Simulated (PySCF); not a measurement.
All values below come from PBE-D3(BJ)/def2-TZVP // B3LYP-D3(BJ)/def2-TZVP in PySCF. All species are isolated molecules in the gas phase. Excitations are Tamm–Dancoff values on a coarser integration grid. The basis has no diffuse functions, so Rydberg states are missing or too high.

Reference species (SMILES): `[CH3][Ga]([CH3])[CH3]` (neutral, multiplicity 1).

```yaml
HOMO–LUMO gap: 4.84 eV
S1 excitation (TDA): 4.94 eV
```

Changed species: `[CH3][GaH][CH3]` (1 of 3 CH3 replaced by H; the reference has 0 of 3 CH3 replaced by H).

Q: Give the shifts of the HOMO–LUMO gap and S1 excitation (TDA).

A: the HOMO–LUMO gap drops by 0.18 eV, to 4.66 eV; the S1 excitation (TDA) falls by 0.17 eV, to 4.77 eV.
